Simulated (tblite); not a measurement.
B2BrCl2H2N (charge +1 and doublet state).
Bonds: Cl1–B2, B2–N3, N3–B4, B4–Cl5, B4–Br6. Hydrogens: H7 on B2; H8 on N3.

Computed with GFN2-xTB (tblite), gas phase: L-BFGS steps from a force-field or distance-geometry start until the largest atomic force falls under 0.01 eV/Å.

Geometry at step 33:
```
atom  x, y, z in Å
Cl1    -2.4018    0.5407   -0.6686
B2     -1.2923   -0.0917    0.4374
N3      0.0748   -0.4418    0.1497
B4      1.1392    0.3011   -0.4248
Cl5     1.1064    1.9872   -0.5641
Br6     2.7082   -0.6248   -1.0376
H7     -1.6904   -0.3257    1.5331
H8      0.3650   -1.3356    0.5502
```

**Question.** What forces act on the atoms?

**Answer.** 
| atom | Fx (eV/Å) | Fy (eV/Å) | Fz (eV/Å) |
| --- | --- | --- | --- |
| Cl1 | 0.354 | 0.030 | 0.259 |
| B2 | -0.120 | -0.131 | -0.074 |
| N3 | 0.036 | 0.034 | 0.168 |
| B4 | -0.109 | -0.209 | -0.009 |
| Cl5 | -0.035 | 0.331 | -0.177 |
| Br6 | -0.009 | -0.053 | 0.060 |
| H7 | 0.014 | -0.087 | -0.185 |
| H8 | -0.132 | 0.085 | -0.043 |

The largest, 0.44 eV/Å, acts on Cl1; the rms over all components is 0.149 eV/Å. The forces sum to zero within rounding, as they must for an isolated molecule in no field.

**Question.** Give the force on Cl1 in Eh/bohr and in nN.

**Answer.** 0.440 eV/Å ÷ 51.422 = 0.00855 Eh/bohr, and 0.440 eV/Å × 1.602 = 0.70 nN.

**Question.** How far is this geometry from the end of the optimisation?

**Answer.** 0.476 eV above it, and 0.576 Å rms away after alignment. The bonds farthest from their final lengths, with half the difference of the two atoms' forces along the bond (positive lengthens):

```tsv
bond	now (Å)	final (Å)	force along bond (eV/Å)
B4–Br6	1.922	1.869	-0.01
B4–Cl5	1.692	1.744	+0.28
B2–N3	1.440	1.414	+0.03
Cl1–B2	1.689	1.710	-0.23
B2–H7	1.189	1.169	-0.08
N3–H8	1.022	1.016	-0.09
```

The angle farthest from its final value is Cl1–B2–N3, 125.7° against 118.7°.

Of the 5 listed bonds off by 0.010 Å or more, this force points towards the final length in 3.

The cost below is that of the whole relaxation. Hardware: one thread, Arm Neoverse V1 (aarch64), shared host with 64 logical CPUs at a one-minute load of 14. Cost: 0.53 s of wall time.
